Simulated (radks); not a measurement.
Values are calculated unless marked as measured or tabulated.
Removal energies from the gadolinium ion Gd12+, [Kr] 4d10 4f4 5s2, by Delta-SCF beside the eigenvalue of the level emptied. Code: a radial shooting solver on a logarithmic mesh with Libxc functionals. Model: scalar-relativistic Kohn-Sham, LDA (Slater exchange, Perdew-Wang correlation), spin-polarised, spherical densities, finite nucleus; Fermi nuclear charge, rms radius of each element as measured or else 0.836 A^(1/3) + 0.57 fm. Open shells are filled with parallel spins first.

removed from             final configuration  Delta-SCF (eV)  -eigenvalue (eV)
4f                         [Kr] 4d10 4f3 5s2          236.28            221.10
5s                         [Kr] 4d10 4f4 5s1          241.74            232.75
4d                          [Kr] 4d9 4f4 5s2          377.06            361.36
4p            [Ar] 3d10 4s2 4p5 4d10 4f4 5s2          507.76            491.54
